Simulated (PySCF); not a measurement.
## Two-dimensional NMR puzzle

Compound of formula C7H13FSi2. Correlations simulated from computed shifts and the bond graph:

HSQC (one-bond C–H):
```
  δH     δC
7.29  156.5
7.21  153.1
5.26   86.4
5.22  119.0
5.17  119.0
3.03   43.5
2.03   21.5
```

COSY cross peaks (H two or three bonds apart, from the bond graph; peaks can be absent where the dihedral angle is near 90°):
```
  δH    δH
7.29  7.21
7.29  4.45
7.29  4.26
7.21  4.60
7.21  4.52
5.26  4.60
5.26  4.52
5.26  3.03
5.22  5.17
4.60  4.52
4.45  4.26
4.45  3.03
4.26  3.03
```

HMBC (two and three bonds, from the bond graph):
```
  δH                               δC
7.29                      153.1, 43.5
7.21                      156.5, 86.4
5.26               153.1, 151.5, 43.5
5.22                151.5, 43.5, 21.5
5.17                151.5, 43.5, 21.5
4.60         156.5, 153.1, 86.4, 43.5
4.52         156.5, 153.1, 86.4, 43.5
4.45  156.5, 153.1, 151.5, 86.4, 43.5
4.26  156.5, 153.1, 151.5, 86.4, 43.5
3.03  156.5, 151.5, 119.0, 86.4, 21.5
2.03               151.5, 119.0, 43.5
```

Carbons without hydrogens: δ 151.5.

Calculated, not measured (PySCF): σ from GIAO-PBE0/pcSseg-1, GFN2-xTB geometry. No solvent model, fast rotation and ring inversion assumed for equivalent nuclei, non-relativistic, one conformer.

Chemical shifts δ = σref − σ; 1H (31.72 ppm) and 13C (186.93 ppm) vs TMS, all at this level.

Exchangeable hydrogens are left out of these lists.

Work out the connectivity.

Results:

`C=C(C)[C@@H]1[SiH2]C=C[SiH2][C@H]1F`.

Mapped SMILES: `[CH2:1]=[C:2]([CH3:3])[C@@H:4]1[SiH2:5][CH:6]=[CH:7][SiH2:8][C@H:9]1[F:10]`; H(Xn) means a hydrogen on atom n. Ha(Si5), Ha(Si8) are cis to C2 on the ring; Ha(C1) is cis to C3; Hb(Si5), Hb(Si8) are trans to C2 on the ring; Hb(C1) is trans to C3.

δC 156.5 is C6, an alkene CH (δH 7.29). δC 153.1 is C7, an alkene CH (δH 7.21). δC 151.5 is C2, a fully substituted alkene carbon. δC 119.0 is C1, a terminal =CH2 carbon (δH 5.17, 5.22). δC 86.4 is C9, an sp3 CH bonded to F and Si (δH 5.26). δC 43.5 is C4, an allylic sp3 CH bonded to Si (δH 3.03). δC 21.5 is C3, an allylic methyl carbon (δH 2.03). HMBC from δH 5.26 reaches the proton-free carbon C2. HMBC from δH 5.22 reaches the proton-free carbon C2. HMBC from δH 5.17 reaches the proton-free carbon C2. HMBC from δH 4.45 reaches the proton-free carbon C2. COSY links 7.29–7.21, 7.29–4.45, 7.29–4.26, 7.21–4.60, 7.21–4.52, 5.26–4.60.

This is the structure that produced the data.

Shifts are as computed. Against solution values, carbons near 30 ppm lie about +3 ppm off and those near 130 ppm about +5 ppm. Of 1309 compounds with measured shifts, 239 miss one by over three times the rms of a fit or turn the order of signals round; such compounds aren't used in these exercises.
